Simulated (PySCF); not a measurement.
This PySCF input asks for the NMR shieldings of `CS[Si@]1(C)CC=CC1=O`, C$_{6}$H$_{10}$OSSi; the geometry comes from GFN2-xTB.

```python
import basis_set_exchange as bse
import numpy as np
from pyscf import gto, dft
from pyscf.prop import nmr

atoms = """
C     2.517695    1.462771   -0.410627
S     2.216113   -0.308298   -0.095450
Si    0.124087   -0.213683    0.424354
C    -0.191995    0.494078    2.161145
C    -0.732238   -1.876072    0.052958
C    -1.668363   -1.575451   -1.068294
C    -1.723995   -0.349514   -1.591912
C    -0.838511    0.658085   -1.006129
O    -0.723990    1.802170   -1.398421
H     2.547924    1.993112    0.535331
H     3.479724    1.531036   -0.906686
H     1.736528    1.863108   -1.047838
H    -1.247286    0.460698    2.415360
H     0.356915   -0.068092    2.911615
H     0.129404    1.529903    2.221732
H    -0.042386   -2.663067   -0.253255
H    -1.289553   -2.275896    0.900118
H    -2.286826   -2.380387   -1.442357
H    -2.373050   -0.075248   -2.409105
"""
names = dict.fromkeys(["C", "S", "Si", "O", "H"], "pcSseg-1")
basis = {el: gto.basis.parse(bse.get_basis(n, elements=[el], fmt="nwchem")) for el, n in names.items()}
mol = gto.M(atom=atoms, basis=basis, charge=0, verbose=0)
mf = dft.RKS(mol, xc="PBE0")
mf.grids.level = 2
mf.grids.alignment = dft.numint.BLKSIZE   # the property module wants whole blocks of grid points
mf.conv_tol = 1e-9
mf.kernel()

calc = nmr.RKS(mf)   # GIAO
C = mf.mo_coeff
Co = C[:, mf.mo_occ > 0]
resp = mf.gen_response(singlet=True, hermi=2)
def vind(x):   # induced exchange potential for any number of trial vectors
    d = np.einsum("pi,xij,qj->xpq", C, 2 * x.reshape(-1, C.shape[1], Co.shape[1]), Co, optimize=True)
    return np.einsum("xpq,pi,qj->xij", resp(d - d.transpose(0, 2, 1)), C, Co, optimize=True).ravel()
mo1, _ = nmr.rhf.solve_mo1(calc, with_cphf=vind)
sigma = calc.kernel(mo1)
for i, s in enumerate(sigma):   # ppm
    print("%2d %-2s %9.2f" % (i, mol.atom_pure_symbol(i), np.trace(s) / 3))
```

Q: Give the expected output.

A: 
```
 0 C     177.75
 1 S     687.19
 2 Si    369.23
 3 C     189.46
 4 C     166.09
 5 C      17.05
 6 C      38.46
 7 C     -51.10
 8 O    -447.03
 9 H      29.71
10 H      29.91
11 H      28.75
12 H      31.61
13 H      31.32
14 H      30.94
15 H      29.81
16 H      29.97
17 H      23.76
18 H      25.23
```

These numbers come from an equivalent density-fitted implementation of the same equations, which agrees with the script to about 0.01 ppm for H and up to a few tenths of a ppm for heavy atoms, so last digits may differ.

Q: Turn these shieldings into chemical shifts. References, each an isolated molecule treated in the same way: ¹³C (σ = 186.93 ppm), ²⁹Si (σ = 349.16 ppm), ¹H (σ = 31.72 ppm) vs TMS; ³³S (σ = 503.73 ppm) vs CS2; ¹⁷O (σ = 336.08 ppm) vs H2O.

A: Averaging equivalent atoms: C 7: 238.0; C 5: 169.9; C 6: 148.5; C 4: 20.8; C 0: 9.2; C 3: -2.5; S 1: -183; Si 2: -20.1; O 8: 783.1; H 17: 7.95; H 18: 6.49; H 9/10/11: 2.26; H 15: 1.91; H 16: 1.75; H 12/13/14: 0.43 ppm. Unscaled 17O shifts of doubly bonded oxygen tend to come out too high, by tens of ppm or more. Experimental scales use liquid or dissolved standards, which lie at an offset from isolated H2O (liquid H2O: subtract about 36 ppm).

Size and cost of the density-fitted run: 217 basis functions, 56 s wall time on 1 thread of an Arm Neoverse V1, shared host; peak memory 1 GiB.
